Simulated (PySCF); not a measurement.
## How the method changes the constants of CsP

State: ³Σ⁻ (triplet), unpaired electrons π ↑↑. Set-up: PySCF, scalar-relativistic core potentials, basis sets Cs def2-TZVPP with ECP46, P def2-TZVPP. De refers to Cs + P in their high-spin ground configurations, without counterpoise correction. The functionals are run spin-unrestricted. A positive dipole means Cs(−)P(+).

```
      Level  Re (Å)  ωe (cm⁻¹)  De (eV)   μ (D)
        UHF   3.398        160    0.320  -12.10
    UHF-MP2   3.306        165     0.92     n/a
UHF-SCS-MP2   3.324        163     1.00     n/a
   UHF-CCSD   3.325        163     0.98     n/a
UHF-CCSD(T)   3.322        162     1.03     n/a
        PBE   3.299        159     1.47   -8.77
       PW91   3.297        161     1.52   -8.79
     r²SCAN   3.304        164     1.42  -10.02
    r²SCANh   3.297        166     1.39  -10.27
       PBE0   3.279        168     1.39   -9.90
    r²SCAN0   3.290        169     1.34  -10.57
  BHandHLYP   3.318        166     1.26  -10.64
    ωB97X-V   3.291        174     1.55  -11.19
```

Question: Which functional lies closest to UHF-CCSD(T) in De, which farthest, and by how much do they differ from it?

Answer: Closest is BHandHLYP (-0.4 pm in Re, +2.5 % in ωe, +0.23 eV in De against UHF-CCSD(T) in the same basis), farthest ωB97X-V (-3.1 pm in Re, +7.4 % in ωe, +0.52 eV in De). CCSD(T) converges more slowly with the basis than the functionals do and binds too weakly in this one, so the order can change at the basis-set limit.

Question: What does a quarter of exact exchange do here, going from PBE to PBE0?

Answer: PBE0 less PBE: -2.0 pm in Re, +5.7 % in ωe, -0.08 eV in De. Exact exchange removes part of the self-interaction that spreads semilocal densities, and in most molecules shortens and stiffens the bond and lowers De; so it does here.

Question: What does second-order correlation do here, going from UHF to UHF-MP2?

Answer: UHF-MP2 less UHF: -9.2 pm in Re, +3.1 % in ωe, +0.60 eV in De. Correlation nearly always deepens the well. The bond shortens, as in weak, metallic or heavy-atom bonds, where dispersion and the correlation of outer-core electrons pull the atoms together.

Correlated steps freeze 5 core orbitals. These are scalar-relativistic numbers at best; spin–orbit coupling would shift them, the dissociation energy most. The state is the lowest determinant that a PBE0 search found; another state may lie lower at other levels.

The whole job (state search and all levels along the bond) took about 11 min on 1 thread of Arm Neoverse V1 (shared host), peak memory 2.2 GiB.
